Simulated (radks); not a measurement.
Results of a calculation; reference values are marked as such.
Question: Species: Hg2+. Configuration: [Xe] 4f13 5d9 6s2 (not the ground configuration). Code: a radial shooting solver on a logarithmic mesh with Libxc functionals. Model: Dirac Kohn-Sham, BLYP, spin-unpolarised, spherical densities, finite nucleus; open shells fill j = l - 1/2 first; Fermi nuclear charge, rms radius 5.4648 fm.

Spin-orbit splittings of the eigenvalues, e(l+1/2) - e(l-1/2), with zeta = 2 splitting/(2l+1) and mean radii in bohr:

| shell | occ. | splitting (eV) | zeta (eV) | <r> j=l-1/2 | <r> j=l+1/2 |
|---|---|---|---|---|---|
| 2p | 6 | 1948 | 1299 | 0.05692 | 0.06560 |
| 3p | 6 | 431.4 | 287.6 | 0.1704 | 0.1863 |
| 3d | 10 | ? | ? | 0.1621 | 0.1670 |
| 4p | 6 | 105.0 | 69.98 | 0.4000 | 0.4338 |
| 4d | 10 | 19.67 | 7.868 | 0.4401 | 0.4510 |
| 4f | 13 | 4.325 | 1.236 | 0.4707 | 0.4770 |
| 5p | 6 | 19.44 | 12.96 | 0.9511 | 1.041 |
| 5d | 9 | 2.270 | 0.9082 | 1.321 | 1.366 |

Estimate the 3d splitting.

Answer: 92.42 eV (zeta = 36.97 eV).
